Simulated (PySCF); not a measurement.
Potential energy of TeH along the bond

Set-up: Te def2-TZVP with ECP28, H def2-TZVP; scalar-relativistic core potentials (PySCF 2.14). Energies in eV from Te + H in their ground configurations at the same level. State: ²Π (doublet), unpaired electrons π ↑.

All columns are PBE. A positive dipole means Te(−)H(+).

```
R (Å)  E (eV)  μ (D)  Mulliken charge on Te (basis-dependent)  HOMO (eV)  LUMO (eV)  Mayer bond order  ⟨S²⟩
1.429  -2.282   0.35                                    -0.07      -5.39      -5.23              0.98  0.75
1.495  -2.648   0.28                                    -0.07      -5.38      -5.22              0.98  0.75
1.561  -2.863   0.22                                    -0.07      -5.38      -5.22              0.98  0.75
1.611  -2.948   0.17                                    -0.07      -5.38      -5.21              0.98  0.75
1.661  -2.981   0.12                                    -0.07      -5.38      -5.21              0.98  0.75
1.711  -2.973   0.08                                    -0.07      -5.38      -5.21              0.98  0.75
1.777  -2.911   0.02                                    -0.06      -5.38      -5.21              0.98  0.75
1.860  -2.773  -0.05                                    -0.06      -5.38      -5.22              0.98  0.75
1.960  -2.549  -0.14                                    -0.05      -5.39      -5.22              0.98  0.75
2.093  -2.196  -0.25                                    -0.04      -5.41      -5.24              0.98  0.76
```

A fit through these points gives, at Re = 1.674 Å, μ = 0.11 D and dμ/dR = -0.919 D/Å; the reduced mass is 1.0 u.

**Question.** How strong is the fundamental in the double-harmonic approximation, I = 42.26·(dμ/dR)²/μred km/mol?

**Answer.** I = 42.26·(-0.919)²/1.0 = 35.7 km/mol at PBE.

Spin–orbit coupling is left out, which matters for elements this heavy, above all for dissociation energies. The state is the lowest determinant that a PBE0 search found; another state may lie lower at other levels.
